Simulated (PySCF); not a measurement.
Constitutional and geometric isomers with formula H4O2Si2. Isolated molecules, 0 K electronic values unless said otherwise. One relaxed conformer stands for each flexible species; it need not be the lowest. Strings in code marks are SMILES.

Level of theory: PBE-D3(BJ)/def2-TZVP // r2SCAN-D4/def2-TZVP in PySCF. All candidates: neutral, multiplicity 1. Delta-SCF ions had no search for a lower state. Excitations are Tamm–Dancoff values on a coarser integration grid. The basis has no diffuse functions, so Rydberg states are missing or too high.

The S1 excitation (TDA) is 3.05 eV and the vertical ionisation energy (Delta-SCF) comes out as 7.56 eV. The HOMO comes out as -4.81 eV.

### Question
Which member has these values?
A. `O/[SiH]=[SiH]\O` (H–O–Si–Si torsion 52°, Si–Si–O–H torsion -118°)
B. `O=[Si](O)[SiH3]` (Si–Si–O–H torsion 0°)
C. `O/[SiH]=[SiH]/O` (H–O–Si–Si torsion -58°, Si–Si–O–H torsion 58°)
D. `O=[SiH][SiH2]O` (O–Si–Si–O torsion 180°, Si–Si–O–H torsion 180°)

### Answer
C, `O/[SiH]=[SiH]/O` (H–O–Si–Si torsion -58°, Si–Si–O–H torsion 58°). The others give `O=[Si](O)[SiH3]` (Si–Si–O–H torsion 0°): 4.19 eV, 9.94 eV, -6.56 eV; `O=[SiH][SiH2]O` (O–Si–Si–O torsion 180°, Si–Si–O–H torsion 180°): 3.28 eV, 9.49 eV, -6.26 eV; `O/[SiH]=[SiH]\O` (H–O–Si–Si torsion 52°, Si–Si–O–H torsion -118°): 3.23 eV, 7.62 eV, -4.87 eV
